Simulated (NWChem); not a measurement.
# Basis-set dependence for OP

```xyz
2

P      0.0000     0.0000     0.5214
O      0.0000     0.0000    -0.9777
```
Charge 0, spin multiplicity 2.

The numbers come from NWChem runs, not from measurements. The geometry was optimised at UB3LYP/def2-SVP, a minimum by its harmonic frequencies.

Hartree-Fock energies in Ha, correlation energies in mHa.

The correlated methods keep 6 core orbitals frozen. The Pople sets run with spherical d functions. The structure started from a generated list of species. The unpaired electrons of the parent sit in orbitals of symmetry b2 (C2v labels of the run); other states weren't searched. No SCF solution was tested for a lower state. Open-shell Hartree-Fock references start from PBE0 orbitals. Coupled-cluster values serve here as a point of comparison, not as the truth.

| basis | functions | UHF | CCSD on ROHF | CCSD[T] on ROHF | CCSD(T) on ROHF | CCSDT on ROHF | UMP2 | SCS-UMP2 | URI-MP2 |
|---|---|---|---|---|---|---|---|---|---|
| 6-31G* | 32 | -415.54492 | -290.0 | -303.7 | -301.3 | -301.8 | not run | not run | not run |
| cc-pVDZ | 32 | -415.56435 | -301.2 | -315.9 | -313.5 | -313.8 | not run | not run | not run |
| cc-pVTZ | 64 | -415.61690 | -371.6 | -393.8 | -391.6 | not run | -358.6 | -350.4 | -358.6 |
| cc-pVQZ | 114 | -415.62947 | not run | not run | not run | not run | -385.7 | -379.6 | -385.7 |

From cc-pVTZ to cc-pVQZ the Hartree-Fock energy moves by -12.6 mHa and the UMP2 correlation energy by -27.1 mHa, which is 7 % of its value in the larger set.
